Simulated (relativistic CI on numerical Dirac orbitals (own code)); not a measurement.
## Sc2+ in a cubic cluster: 3p photoemission with charge transfer

Computed with a charge-transfer multiplet model of a cubic metal-ligand cluster with up to 2 ligand holes, Slater and spin-orbit integrals from Dirac-Coulomb-Breit ions, Slater integrals scaled by 0.8. The ground state mixes d1 with configurations of k ligand holes L, whose averages lie at kΔ + k(k − 1)U_dd/2; a core hole lowers each added d electron by U_cd. 300 K, Lorentzian 0.9 eV and Gaussian 0.8 eV FWHM.

Atomic integrals in eV (Slater integrals scaled, ζ unscaled), ground: F2dd 4.710, F4dd 2.885, zeta_d 0.008; with the core hole: F2dd 4.710, F4dd 2.885, zeta_d 0.012, zeta_core 0.340, F2cd 7.734, G1cd 9.660, G3cd 5.869. Where a configuration has fewer than two d electrons, the dd integrals are those of d2.

Cluster parameters (eV): Δ = 7.6, U_dd = 5.3, U_cd = 6, 10Dq(ligand) = 1.1, V(eg) = 2.15, V(t2g) = -0.91, final-state hopping factor = 1.

| Case | n_d | d1 | d2L | d3L2 | S |
| --- | --- | --- | --- | --- | --- |
| 10Dq = -0.2 eV | 1.29 | 0.73 | 0.25 | 0.02 | 0.50 |
| 10Dq = 0.4 eV | 1.28 | 0.74 | 0.24 | 0.02 | 0.50 |
| 10Dq = 1.3 eV | 1.26 | 0.75 | 0.23 | 0.02 | 0.50 |

Weights, n_d and S are thermal averages at 300 K. Binding energies count from the first peak over 30 % of the highest in each spectrum, which can be another peak from case to case. The parameters are a model scan and need not match a compound or its usual spin state. A negative ionic 10Dq is a model choice; hopping adds the covalent part of the field. Peaks in eV (height, largest 100):
- 10Dq = -0.2 eV: 0.0 (99), 1.9 (100), 6.1 (17), 8.3 (25), 10.5 (28)
- 10Dq = 0.4 eV: 0.0 (100), 1.9 (92), 7.9 (24), 10.4 (25)
- 10Dq = 1.3 eV: 0.0 (100), 1.7 (87), 7.7 (23), 10.3 (21)

For the case 10Dq = 0.4 eV, Δ = 7.6 eV is larger than U_dd = 5.3 eV, the Mott-Hubbard side of the Zaanen-Sawatzky-Allen scheme. With the core hole the average of the configuration with one ligand hole lies at Δ − U_cd = 1.6 eV before mixing: the effective hopping of about 4.6 eV (from the holes of the mixed ground state) is comparable with this gap or larger, so the configurations mix strongly.
